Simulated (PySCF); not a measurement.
BrGeH₅OSi.
Atom-mapped SMILES: `[GeH3:1][O:2][SiH2:3][Br:4]` (hydrogens: H5, H6, H7 on Ge1; H8, H9 on Si3)

Method: PySCF, PBE0-D3(BJ)/def2-SVP geometry optimisation, gas phase; density fitting, grid level 1; the optimiser is geomeTRIC in internal coordinates, started from a GFN2-xTB structure with every atom displaced at random (about 0.01 Å).

Step 5: E = -136532.9623 eV
```
atom  x, y, z in Å  |  force x, y, z in eV/Å
Ge1    -1.5970    0.3463    0.0285   -0.053   0.041  -0.010
O2     -0.1397   -0.6830    0.0948    0.052  -0.017   0.018
Si3     1.4909   -0.5894   -0.0222   -0.058  -0.011  -0.008
Br4     2.1504    1.5474   -0.0351    0.009   0.007   0.003
H5     -1.8666    0.6991   -1.4437    0.014  -0.003   0.003
H6     -2.7217   -0.5193    0.6129    0.017  -0.001  -0.005
H7     -1.3493    1.6061    0.8723    0.012  -0.010   0.001
H8      2.1278   -1.2339    1.1550    0.003  -0.005   0.002
H9      1.9654   -1.1900   -1.2967    0.004  -0.002  -0.004
```

Step 6: E = -136532.9623 eV
```
atom  x, y, z in Å  |  force x, y, z in eV/Å
Ge1    -1.5929    0.3453    0.0285   -0.049   0.025  -0.009
O2     -0.1421   -0.6950    0.1031    0.071   0.017   0.016
Si3     1.4889   -0.5900   -0.0212   -0.098  -0.031  -0.006
Br4     2.1351    1.5502   -0.0314    0.010   0.013   0.002
H5     -1.8568    0.6949   -1.4457    0.016  -0.004   0.004
H6     -2.7255   -0.5103    0.6128    0.021  -0.001  -0.006
H7     -1.3410    1.6069    0.8683    0.015  -0.012   0.001
H8      2.1332   -1.2355    1.1512    0.006  -0.003   0.003
H9      1.9613   -1.1831   -1.2999    0.006  -0.003  -0.005
```

Q: Estimate the geometry and energy of step 7. (The exact step hangs on the optimiser's Hessian estimate; all steps are aligned on step 6, rigid shifts and turns removed.)

A: E = -136532.9625 eV, largest force 0.079 eV/Å
```
atom  x, y, z in Å  |  force x, y, z in eV/Å
Ge1    -1.5923    0.3460    0.0289   -0.020   0.002  -0.008
O2     -0.1437   -0.6993    0.1077    0.046   0.031   0.016
Si3     1.4863   -0.5905   -0.0208   -0.073  -0.030  -0.007
Br4     2.1281    1.5516   -0.0338    0.007   0.009   0.002
H5     -1.8487    0.6954   -1.4464    0.011   0.000   0.003
H6     -2.7264   -0.5092    0.6099    0.012   0.001  -0.005
H7     -1.3372    1.6054    0.8704    0.009  -0.007   0.002
H8      2.1355   -1.2337    1.1503    0.004  -0.003   0.001
H9      1.9584   -1.1823   -1.3005    0.004  -0.003  -0.003
```

The energy changes by -0.0002 eV. The first-order estimate −F·Δx gives -0.0003 eV and the mean of the old and new forces, exact on a quadratic surface, -0.0002 eV. The step makes an angle of 83° with the force vector and moves no atom by more than 0.008 Å.

What follows is the cost of the whole optimisation. Time: 82 s wall; peak memory 0.50 GiB. Hardware: an Arm Neoverse V2 with one thread (shared host).
